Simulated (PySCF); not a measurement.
Isomers of C8H9FO. Method: PySCF 2.14.0, PBE0-D3(BJ)/def2-SVP geometry optimisation, gas phase. One conformer each; no zero-point energy, no entropy. No frequencies were run at this level. Point groups hold within 0.08 Å.

Question: Order them by energy at this level, lowest first, and give relative energies in kcal/mol.
A. `[CH3:1][CH2:2][O:3][c:4]1[cH:5][cH:6][cH:7][cH:8][c:9]1[F:10]` with C1–C2–O3–C4 -79°, C2–O3–C4–C5 -5° (2-fluorophenetole)
B. `[OH:1][CH2:2][C@H:3]([F:4])[c:5]1[cH:6][cH:7][cH:8][cH:9][cH:10]1` with H–O1–C2–C3 54°, O1–C2–C3–F4 -57°, C2–C3–C5–C6 95° (PhCHFCH2OH)
C. `[CH:1]#[C:2][C@@H:3]1[CH2:4][C@@H:5]([F:6])/[C:7]1=[CH:8]\[O:9][CH3:10]` with C7–C8–O9–C10 -6°

Answer: B (0.0), A (5.5), C (88.2).

As drawn, the lowest has an aromatic ring and an O–H bond, which the highest lacks; the highest has a four-membered ring, a C≡C bond and a C=C bond outside aromatic rings, which the lowest lacks.

| SMILES | E (Eh) | E rel (kcal/mol) | dipole (D) | point group | A, B, C (MHz) |
| --- | --- | --- | --- | --- | --- |
| OC[C@H](F)c1ccccc1 | -484.44767 | 0.0 | 1.58 | C1 | 3153, 773.3, 682.3 |
| CCOc1ccccc1F | -484.43894 | 5.5 | 2.42 | C1 | 2183, 1042, 751.8 |
| C#C[C@@H]1C[C@@H](F)/C1=C\OC | -484.30713 | 88.2 | 0.82 | C1 | 1920, 982.0, 708.1 |

Q: How do the relative energies change in single points at PBE0/pcSseg-1 (no added dispersion term) on the same geometries?

A: 
| SMILES | PBE0-D3(BJ)/def2-SVP (kcal/mol) | PBE0/pcSseg-1 (kcal/mol) | shift |
| --- | --- | --- | --- |
| OC[C@H](F)c1ccccc1 | 0.0 | 0.0 | 0.0 |
| CCOc1ccccc1F | 5.5 | 7.0 | +1.5 |
| C#C[C@@H]1C[C@@H](F)/C1=C\OC | 88.2 | 86.0 | -2.2 |

Each column counts from its own lowest isomer. The order is unchanged; the largest shift is 2.2 kcal/mol.
